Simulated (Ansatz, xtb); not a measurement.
Two structures of C2H5InO

Structure a: a singlet given by its coordinates. Structure b: `CC[O][In]`, a singlet. Both are isolated molecules in the gas phase, relaxed with B3LYP-D3(BJ)/def2-SVP; the shapes shown needn't be the lowest conformers.

a (Å):

```xyz
9

C     1.3300   -0.7665   -1.4716
C     1.4473   -1.4634   -0.1360
In    1.3043    0.3426    1.3715
O     1.1754    0.6577   -1.2075
H     1.0950    1.1593   -2.0310
H     2.2269   -0.9066   -2.1041
H     0.4542   -1.1076   -2.0556
H     0.6318   -2.1827    0.0447
H     2.4032   -1.9985   -0.0146
```

Close contacts (Å): C1–C2 1.51, C1–O4 1.46, C2–In3 2.36, In3–O4 2.60, C1–H6 1.11, C1–H7 1.11, C2–H8 1.10, C2–H9 1.10, O4–H5 0.97.

b (Å):

```xyz
9

C     0.3190   -0.7165   -0.6213
C    -0.3459    0.4673    0.0792
In   -0.2913   -0.8314    3.1423
O    -0.4980    0.2738    1.4442
H     1.3222   -0.8987   -0.2001
H    -0.2809   -1.6319   -0.4825
H     0.4286   -0.5391   -1.7044
H     0.2568    1.3809   -0.1150
H    -1.3336    0.6536   -0.3954
```

Question: Estimate which is lower in electronic energy at CCSD(T)/def2-SVP + ΔMP2/def2-TZVPP, and by roughly how much.

Answer: The CCSD(T)/def2-SVP + ΔMP2/def2-TZVPP calculation puts structure b lower, by 24.9 kcal/mol.

How the difference moves with the method:

```
                             level               geometry  E(b) − E(a) (kcal/mol)  departure from the last row (kcal/mol)  job, with rough time for the two
                          GFN2-xTB               GFN2-xTB                     −43.8                                   −18.9              optimisation, 0.12 s
                         HF/STO-3G               GFN2-xTB                     −24.9                                     0.0              single point, 0.72 s
                r2SCAN-D4/def2-SVP               GFN2-xTB                     −26.8                                    −1.9               single point, 3.5 s
             B3LYP-D3(BJ)/def2-SVP  B3LYP-D3(BJ)/def2-SVP                     −27.5                                    −2.6                optimisation, 58 s
                       HF/def2-SVP  B3LYP-D3(BJ)/def2-SVP                     −26.9                                    −2.0           part of the CCSD(T) run
                      MP2/def2-SVP  B3LYP-D3(BJ)/def2-SVP                     −26.3                                    −1.4           part of the CCSD(T) run
                  CCSD(T)/def2-SVP  B3LYP-D3(BJ)/def2-SVP                     −26.2                                    −1.2                      single point
CCSD(T)/def2-SVP + ΔMP2/def2-TZVPP  B3LYP-D3(BJ)/def2-SVP                     −24.9                                                        single point, 26 s
```

The levels shown agree on the order. The largest departure from CCSD(T)/def2-SVP + ΔMP2/def2-TZVPP is that of GFN2-xTB, 18.9 kcal/mol. The last row adds to CCSD(T) the change of the MP2 difference between the two basis sets, here +1.2 kcal/mol.

With harmonic frequencies from B3LYP-D3(BJ)/def2-SVP (ideal gas, rigid rotor, one conformer each, 298.15 K, 1 atm): on the last row, ΔE + ΔZPE = −24.2 kcal/mol. A mode under 50 cm⁻¹ makes harmonic enthalpies and free energies unreliable, so none is given.

The correlated steps freeze 7 core orbitals; the filled d shell of In is correlated, in a basis made for valence electrons. Atoms past krypton carry core potentials in the def2 sets, other sets are all-electron and non-relativistic, and no spin–orbit term is included. Run with Ansatz 0.2.0, xtb 6.7.1; the last row on 2 threads of Arm Neoverse V1 on a shared host.
